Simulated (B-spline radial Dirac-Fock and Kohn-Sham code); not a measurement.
## Two-hole binding energies of Os³⁺

System: Os³⁺, configuration [Xe] 4f14 5d5, inside a Watson sphere of charge -3 and radius 1.8 Å (a model of the Madelung potential; inside it an electron's potential energy is raised by 24.0 eV).

Method: Dirac-Fock ΔSCF + Breit + QED. Computed with a B-spline atomic structure program. U is the two-hole binding energy less the two single-hole energies, the effective repulsion of the holes after relaxation. Each two-hole energy is an average over J within one jj subconfiguration.

| holes | E(a) (eV) | E(b) (eV) | E(ab) (eV) | U (eV) |
| --- | --- | --- | --- | --- |
| 1s⁻¹ 2p1/2⁻¹ | 73887.7 | 12406.6 | 86724.1 | 429.8 |
| 1s⁻¹ 3p1/2⁻¹ | 73887.7 | 2817.2 | 76832.4 | 127.5 |
| 1s⁻¹ 3d5/2⁻¹ | 73887.7 | 1981.4 | 75968.7 | 99.5 |
| 2s⁻² | 12995.0 | 12995.0 | 26219.6 | 229.6 |
| 2p1/2⁻² | 12406.6 | 12406.6 | 25111.3 | 298.1 |
| 2p1/2⁻¹ 2p3/2⁻¹ | 12406.6 | 10892.7 | 23550.3 | 251.1 |
| 2p3/2⁻² | 10892.7 | 10892.7 | 22025.9 | 240.6 |
| 2s⁻¹ 3p3/2⁻¹ | 12995.0 | 2483.1 | 15566.5 | 88.4 |
| 2s⁻¹ 3d3/2⁻¹ | 12995.0 | 2052.4 | 15147.9 | 100.5 |
| 2p1/2⁻¹ 3p3/2⁻¹ | 12406.6 | 2483.1 | 14983.0 | 93.3 |
| 2p3/2⁻¹ 3p1/2⁻¹ | 10892.7 | 2817.2 | 13808.8 | 99.0 |
| 3p1/2⁻² | 2817.2 | 2817.2 | 5707.8 | 73.4 |
| 3p1/2⁻¹ 3p3/2⁻¹ | 2817.2 | 2483.1 | 5363.6 | 63.3 |
| 3p3/2⁻² | 2483.1 | 2483.1 | ? | ? |

Q: Give the missing two-hole energy and U.

A: E(ab) = 5028.8 eV and U = 62.5 eV.
